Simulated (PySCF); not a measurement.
How the method moves the HOMO and LUMO of `FCCC#[N+][AlH3-]`

Compound: C₃H₇AlFN.
Structure used (PBE0-D3(BJ)/def2-SVP), in Å, numbered top down from 1:
```xyz
13
C3H7AlFN angstrom
F     -3.5173   -0.0100    0.7456
C     -2.2296   -0.4377    0.6335
C     -1.3582    0.7847    0.3459
C      0.0435    0.4521    0.1984
N      1.1523    0.1631    0.0817
Al     3.1100   -0.3670   -0.1357
H     -1.9188   -0.9239    1.5724
H     -2.1549   -1.1700   -0.1866
H     -1.6990    1.2761   -0.5797
H     -1.4595    1.5154    1.1647
H      3.5026   -0.5146    1.4120
H      3.6366    0.9289   -0.9181
H      2.8974   -1.7138   -0.9803
```

Basis pcSseg-1 throughout (PySCF), one geometry. Geometry: PBE0-D3(BJ)/def2-SVP, one conformer, isolated molecule.

Q: How do the orbital energies, the gap and the dipole change with the method?

A: 
| method | kind | HOMO (eV) | LUMO (eV) | gap (eV) | μ (D) | SCF cycles |
| --- | --- | --- | --- | --- | --- | --- |
| BLYP | GGA | -5.98 | -2.12 | 3.86 | 6.45 | 15 |
| OPBE | GGA | -6.05 | -2.11 | 3.94 | 6.50 | 15 |
| B97-D | GGA | -6.09 | -2.19 | 3.90 | 6.50 | 15 |
| PBE | GGA | -6.09 | -2.24 | 3.85 | 6.44 | 15 |
| KT2 | GGA | -6.14 | -2.24 | 3.90 | 6.37 | 15 |
| LDA | LDA | -6.15 | -2.46 | 3.68 | 6.31 | 15 |
| KT3 | GGA | -6.16 | -2.21 | 3.95 | 6.42 | 16 |
| BP86 | GGA | -6.21 | -2.35 | 3.86 | 6.45 | 15 |
| B97-2 | global hybrid | -7.07 | -1.32 | 5.76 | 6.59 | 14 |
| B3LYP | global hybrid | -7.11 | -1.49 | 5.61 | 6.56 | 14 |
| PBE0 | global hybrid | -7.31 | -1.24 | 6.07 | 6.59 | 14 |
| mPW1PW91 | global hybrid | -7.34 | -1.27 | 6.07 | 6.59 | 14 |
| BHandHLYP | global hybrid | -8.47 | -0.12 | 8.34 | 6.68 | 13 |
| CAM-B3LYP | range-separated hybrid | -8.67 | -0.09 | 8.58 | 6.67 | 14 |
| wB97X-D | range-separated hybrid | -9.20 | 0.56 | 9.75 | 6.68 | 14 |
| LC-wPBE | range-separated hybrid | -10.07 | 1.11 | 11.19 | 6.76 | 13 |
| HF | Hartree–Fock | -10.35 | 2.55 | 12.90 | 6.88 | 10 |

The HOMO spans 4.37 eV, from BLYP down to HF, and the gap runs from 3.68 eV (LDA) to 12.90 eV (HF). Over the methods BLYP (0 %), OPBE (0 %), B97-D (0 %), PBE (0 %), KT2 (0 %), LDA (0 %), KT3 (0 %), BP86 (0 %), B97-2 (21 %), B3LYP (20 %), PBE0 (25 %), mPW1PW91 (25 %), BHandHLYP (50 %), HF (100 %), a straight line through the gap against the share of exact exchange rises by 0.90 eV for each 10 % (correlation coefficient 1.000). The dipole ranges from 6.31 D (LDA) to 6.88 D (HF). This basis has no diffuse functions.
